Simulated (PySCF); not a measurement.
Compound: C7H7FO.
Bonds: C1–O2, O2–C3, C3–C4 (aromatic), C4–C5 (aromatic), C5–C6 (aromatic), C6–F7, C6–C8 (aromatic), C8–C9 (aromatic), C3–C9 (aromatic). Hydrogens: H10, H11, H12 on C1; H13 on C4; H14 on C5; H15 on C8; H16 on C9.

The same species was optimised twice, with GFN2-xTB and with PBE0-D3(BJ)/def2-SVP (PySCF), and the same property calculations (PySCF, gas phase) were run on both structures.

```csv
coordinate,GFN2-xTB,PBE0-D3(BJ)/def2-SVP,change
C6–F7 (Å),1.352,1.335,-0.017
C8–C9 (Å),1.385,1.397,+0.012
O2–C3 (Å),1.360,1.350,-0.010
C1–O2 (Å),1.408,1.398,-0.010
C4–C5 (Å),1.378,1.387,+0.009
C3–C9 (Å),1.391,1.399,+0.008
C5–C6 (Å),1.385,1.392,+0.007
C6–C8 (Å),1.380,1.385,+0.005
C3–C4 (Å),1.397,1.402,+0.005
C5–C6–C8 (°),121.5,121.0,-0.5
C4–C5–C6 (°),118.9,119.3,+0.4
F7–C6–C8 (°),119.2,119.7,+0.5
O2–C3–C4 (°),115.7,116.2,+0.5
O2–C3–C9 (°),124.9,124.5,-0.4
C6–C8–C9 (°),119.4,119.7,+0.3
C3–C4–C5 (°),120.7,120.5,-0.2
C3–C9–C8 (°),120.1,120.0,-0.1
C1–O2–C3–C4 (°),180,180,0
```

Rotational constants: A = 4959, B = 973.7, C = 818.1 MHz (GFN2-xTB) against A = 4922, B = 973.9, C = 817.3 MHz (PBE0-D3(BJ)/def2-SVP). Point groups within 0.08 Å: Cs and Cs.

On the GFN2-xTB structure: HOMO (eV) -6.44 [PBE0/pcSseg-1]; LUMO (eV) -0.48 [PBE0/pcSseg-1]; dipole (D) 2.54 [PBE0/pcSseg-1]; GIAO shielding of C1 (ppm) 130.8 [PBE0/pcSseg-1]; GIAO shielding of O2 (ppm) 235.3 [PBE0/pcSseg-1]; GIAO shielding of C3 (ppm) 24.5 [PBE0/pcSseg-1]; GIAO shielding of C4/C9 (mean) (ppm) 68.2 [PBE0/pcSseg-1]; GIAO shielding of C5/C8 (mean) (ppm) 65.1 [PBE0/pcSseg-1]; GIAO shielding of C6 (ppm) 20.4 [PBE0/pcSseg-1]; GIAO shielding of F7 (ppm) 300.3 [PBE0/pcSseg-1].

What do these properties become on the PBE0-D3(BJ)/def2-SVP structure?

```csv
property,level,on GFN2-xTB,on PBE0-D3(BJ)/def2-SVP,change
HOMO (eV),PBE0/pcSseg-1,-6.44,-6.41,+0.03
LUMO (eV),PBE0/pcSseg-1,-0.48,-0.52,-0.04
dipole (D),PBE0/pcSseg-1,2.54,2.44,-0.10
"energy, GFN2-xTB geometry as zero (kcal/mol)",PBE0/pcSseg-1,0.0,0.0,0.0
GIAO shielding of C1 (ppm),PBE0/pcSseg-1,130.8,130.3,-0.5
GIAO shielding of O2 (ppm),PBE0/pcSseg-1,235.3,236.4,+1.1
GIAO shielding of C3 (ppm),PBE0/pcSseg-1,24.5,24.4,-0.1
GIAO shielding of C4/C9 (mean) (ppm),PBE0/pcSseg-1,68.2,66.5,-1.7
GIAO shielding of C5/C8 (mean) (ppm),PBE0/pcSseg-1,65.1,63.1,-2.0
GIAO shielding of C6 (ppm),PBE0/pcSseg-1,20.4,20.5,+0.1
GIAO shielding of F7 (ppm),PBE0/pcSseg-1,300.3,302.8,+2.5
```

The heavy atoms differ by 0.008 Å rms after alignment. Among bonds between heavy atoms C6–F7 changes most (-0.017 Å). Changes are differences of the printed values. Neither structure is proved a minimum here.

The values belong to the conformer `[CH3:1][O:2][c:3]1[cH:4][cH:5][c:6]([F:7])[cH:8][cH:9]1`: C1–O2–C3–C4 180°.
